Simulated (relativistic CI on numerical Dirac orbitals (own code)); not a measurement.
# Radial parameters of Sc13+

These numbers are calculated, not measured: Dirac-Coulomb-Breit CI, KLI orbitals optimised for each configuration, model QED (radiative potential, 1s self-energy scaled to tabulated hydrogen-like ionisation energies), unscaled Slater integrals (own radial code, finite nucleus).

Slater integrals F^k, G^k are unscaled and averaged over j, outside the closed core 1s2; ζ comes from projecting the Hamiltonian with its Breit term on Σ l·s of the shell.

- 2s²2p⁴: F^2(2p,2p) = 330890, ζ(2p) = 26544 cm⁻¹; <r>(2p) = 0.2865, <r^2>(2p) = 0.1 (bohr units).
- 2s2p⁵: G^1(2s,2p) = 369990, ζ(2p) = 26228 cm⁻¹; <r>(2s) = 0.3269, <r^2>(2s) = 0.1255, <r>(2p) = 0.2877, <r^2>(2p) = 0.1009 (bohr units).
- 2p⁵3s: ζ(2p) = 27169, G^1(2p,3s) = 32164 cm⁻¹; <r>(2p) = 0.284, <r^2>(2p) = 0.09824, <r>(3s) = 0.8117, <r^2>(3s) = 0.7474 (bohr units).

Averages of the first 10 configurations, taken without configuration mixing, which lowers the lowest level and can move excited configurations by several eV; other configurations of the list can lie among them:

```
Configuration  Parity  States  Average energy above the lowest level (eV)
       2s²2p⁴    even      15                                         7.6
        2s2p⁵     odd      12                                        93.2
          2p⁶    even       1                                       193.1
        2p⁵3s     odd      12                                       657.7
     2s²2p³3s     odd      40                                       489.6
        2p⁵3p    even      36                                       678.7
     2s²2p³3p    even     120                                       512.6
        2p⁵3d     odd      60                                       705.1
     2s²2p³3d     odd     200                                       539.5
      2s2p⁴3s    even      60                                       566.4
```
